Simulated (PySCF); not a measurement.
**Orbital energies, ionisation energy and electron affinity**

Species: C₆H₇OP.
Structure used (PBE0-D3(BJ)/def2-SVP), in Å, numbered top down from 1:
```xyz
15
C6H7OP angstrom
C     -3.3338    0.3177    0.0191
C     -2.3693   -0.4864   -0.4511
C     -0.9440   -0.2472   -0.3564
O     -0.1816   -1.2514   -0.8355
C      1.1302   -0.9907   -0.7285
C      1.4547    0.2080   -0.1730
C      2.8497    0.7009    0.0431
P     -0.0393    1.0958    0.2488
H     -3.1001    1.2528    0.5369
H     -4.3874    0.0599   -0.1037
H     -2.6365   -1.4201   -0.9586
H      1.7791   -1.7813   -1.1055
H      3.0695    0.8262    1.1149
H      3.5894    0.0004   -0.3719
H      3.0076    1.6797   -0.4356
```

Level: CAM-B3LYP/def2-SVPD (PySCF). Frontier orbitals with their largest atomic shares (Löwdin; up to four atoms above 4 %):

| orbital | ε (eV) | main atoms |
| --- | --- | --- |
| HOMO−3 | -10.32 | C2 34 %, C1 24 %, C3 16 %, O4 7 % |
| HOMO−2 | -9.44 | P8 64 %, C6 12 %, C3 8 %, O4 6 % |
| HOMO−1 | -8.83 | C6 31 %, O4 18 %, P8 17 %, C5 14 % |
| HOMO | -7.34 | ? |
| LUMO | -0.61 | P8 25 %, C1 19 %, C3 18 %, C2 12 % |
| LUMO+1 | 1.40 | C7 28 %, C5 13 %, H14 10 %, H12 8 % |
| LUMO+2 | 1.58 | C6 27 %, C5 26 %, O4 12 %, P8 11 % |

What vertical ionisation energy does ΔSCF give, and how far is −ε(HOMO) from it?

ΔSCF: 7.98 eV (770 kJ/mol; threshold wavelength 155 nm); ⟨S²⟩ of the doublet left behind is 0.788, against 0.75 for a pure doublet. −ε(HOMO) is 7.34 eV, 0.64 eV below it. In exact Kohn–Sham theory the two would be equal; CAM-B3LYP (range-separated hybrid) falls short of its own ΔSCF value by 8 %.

On which atoms does the HOMO lie?

P8 (phosphorus bonded to 2 C) 21 %, C3 (substituted aromatic carbon) 21 %, C1 (terminal =CH2 carbon) 17 %, C5 (aromatic CH next to a ring oxygen) 14 %, so no atom holds as much as 40 %. The HOMO−1 lies 1.49 eV lower.

And the vertical electron affinity, the fundamental gap, Mulliken's electronegativity and the hardness (with the factor ½)?

EA = 0.01 eV by ΔSCF (−ε(LUMO) = 0.61 eV). IE − EA = 7.97 eV against an orbital gap of 6.73 eV; (IE + EA)/2 = 4.00 eV; (IE − EA)/2 = 3.99 eV. Parr's electrophilicity index (IE + EA)²/[8(IE − EA)] is 1.00 eV.

How many of the 10 lowest singlet excitations (vertical TDDFT, same level) lie below the ionisation energy?

All 10; they run from 4.19 to 6.94 eV.

The lowest singlet excitation (vertical TDDFT, same level) lies at 4.19 eV. How far is it below IE − EA?

IE − EA = 7.97 eV, so by 3.78 eV.

With α = 103.9 au, estimate the like-pair dispersion coefficient by London's formula C6 = (3/4)α²I.

I = 0.2932 Eh, so C6 ≈ 2370 au; the Casimir–Polder integral at the same level gives 3620 au, 1.53 times as much.

Shift the occupied levels rigidly so that −ε(HOMO) equals the ΔSCF value. What binding energies result?

The shift is +0.64 eV: HOMO 7.98, HOMO−1 9.47, HOMO−2 10.08, HOMO−3 10.96 eV. A rigid shift is only a rough guide to the deeper ionisations.

Geometry: PBE0-D3(BJ)/def2-SVP, one conformer, isolated molecule.
